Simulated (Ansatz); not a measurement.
Relaxation of BFH₄O₂ (8 atoms, charge 0, multiplicity 1), to a largest force component of 0.03 eV/Å in at most 50 steps.

These are results of RKS PBE0/def2-SVP in Ansatz 0.2.0, not measurements.

```xyz
8
Properties=species:S:1:pos:R:3:forces:R:3
B -0.143 0.400 -0.369 -0.08 -0.30 0.01
O -0.068 -0.054 2.198 0.15 0.80 -0.18
H -1.022 -0.179 2.152 -0.08 -0.03 0.00
H 0.845 -0.180 -0.739 0.05 -0.02 0.00
O -1.392 -0.100 -0.487 0.06 0.07 -0.01
H -1.378 -0.995 -0.835 -0.04 -0.05 -0.02
F -0.038 1.651 0.068 -0.01 0.33 0.00
H 0.024 0.913 2.055 -0.05 -0.80 0.19
```

Where does it end, and by what steps?

The run converged. After 9 steps the energy has fallen by 0.047 eV; O2 moved furthest, 0.36 Å.

```tsv
step	energy less start (eV)	largest force component (eV/Å)	accepted
0	0.0000	0.797	yes
1	-0.0137	0.588	yes
2	-0.0205	0.615	yes
3	-0.0305	0.384	yes
4	-0.0361	0.157	yes
5	-0.0414	0.179	yes
6	-0.0444	0.243	yes
7	-0.0460	0.147	yes
8	-0.0455	0.288	no
9	-0.0470	0.028	yes
```

```xyz
8
Properties=species:S:1:pos:R:3
B -0.162 0.384 -0.191
O -0.071 -0.039 1.838
H -1.027 -0.126 1.960
H 0.847 -0.195 -0.525
O -1.413 -0.116 -0.441
H -1.377 -1.014 -0.778
F -0.105 1.717 0.006
H 0.132 0.844 2.173
```

Whether the end is a true minimum wasn't checked by a vibrational analysis.

Time of the run: 23 s on 1 thread of Arm Neoverse V2 (shared host), peak memory 0.13 GiB.
